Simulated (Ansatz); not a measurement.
System: ScF, charge 0, multiplicity 1. SMILES: [F][Sc]
Geometry: optimised at B3LYP-D3(BJ)/def2-TZVP (Ansatz, an electronic-structure program).

Computed values are from Ansatz. Correlated levels leave the core frozen unless marked. Open shells are spin-unrestricted. No spin-orbit coupling. The frozen core is the preceding noble-gas configuration, with the filled d and f shells of earlier blocks. Non-relativistic. CBS marks a two-point X^-3 extrapolation of the correlation energy; Hartree-Fock from the larger set.

The Hartree-Fock reference is unstable (checked in the largest basis), which strains HF and MP2. 

What is the total energy at CCSD(T)/CBS(def2-TZVPPD,def2-QZVPPD)?

-859.6755 Eh.

What is the T1 diagnostic at CCSD/def2-QZVPPD?

0.020.

What is the vertical ionisation energy (to the doublet) at CCSD(T)/CBS(def2-TZVPPD,def2-QZVPPD)?

6.39 eV.

What is the dipole moment at CCSD(T)/def2-SVPD?

1.48 D.
